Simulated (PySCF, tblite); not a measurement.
Species: C3H9NO2Si.
SMILES with atom numbers: `[CH3:1][NH:2][SiH:3]1[O:4][CH2:5][CH2:6][O:7]1` (hydrogens: H8, H9, H10 on C1; H11 on N2; H12 on Si3; H13, H14 on C5; H15, H16 on C6)

Structure optimised with GFN2-xTB, isolated species.

Entries marked ? are missing. Bonds in one row agree within 0.01 Å.

```tsv
coordinate	value
C1–N2	?
N2–Si3	?
Si3–O4, Si3–O7	?
O4–C5, C6–O7	1.396 Å
C5–C6	1.542 Å
C1–H8, C1–H9, C1–H10	1.091 Å
N2–H11	1.009 Å
Si3–H12	1.462 Å
C5–H13, C6–H16	1.093 Å
C5–H14, C6–H15	1.094 Å
C1–N2–Si3	?
N2–Si3–O4	114.8°
N2–Si3–O7	107.4°
O4–Si3–O7	97.5°
Si3–O4–C5	?
O4–C5–C6	?
Si3–O7–C6	?
```

Estimate the withheld lengths and angles.

- C1–N2 = 1.444 Å, drawn single (N-methyl carbon to silicon-bound nitrogen); 0.03 Å below the sum of covalent radii, 1.47 Å.
- N2–Si3 = 1.711 Å, drawn single (silicon-bound nitrogen to oxygen-bound silicon); 0.11 Å below the sum of covalent radii, 1.82 Å.
- Si3–O4, Si3–O7 = 1.639 Å, drawn single (oxygen-bound silicon to silyl ether oxygen); 0.13 Å below the sum of covalent radii, 1.77 Å.
- C1–N2–Si3 = 120.5°, at the silicon-bound nitrogen; the outer atoms are 2.742 Å apart.
- Si3–O4–C5 = 111.2°, at the silyl ether oxygen, inside a 5-membered ring; the outer atoms are 2.510 Å apart.
- O4–C5–C6 = 108.1°, at the sp3 carbon bound to oxygen, inside a 5-membered ring; the outer atoms are 2.381 Å apart.
- Si3–O7–C6 = 110.1°, at the silyl ether oxygen, inside a 5-membered ring; the outer atoms are 2.489 Å apart.

Radii are Cordero's, carbon taken as 0.76, 0.73 or 0.69 Å for four, three, and two or fewer neighbours.

Its GFN2-xTB frequencies are all real (lowest 58 cm⁻¹). One conformer, not necessarily the lowest (C1–N2–Si3–O4 -82°, N2–Si3–O4–C5 -114°, Si3–O4–C5–C6 -12°, O4–C5–C6–O7 22°, C5–C6–O7–Si3 -22°). 2 starts were optimised and ended at 0.00 and 2.46 kcal/mol (GFN2-xTB); the lowest of these is shown.

These are computed values.
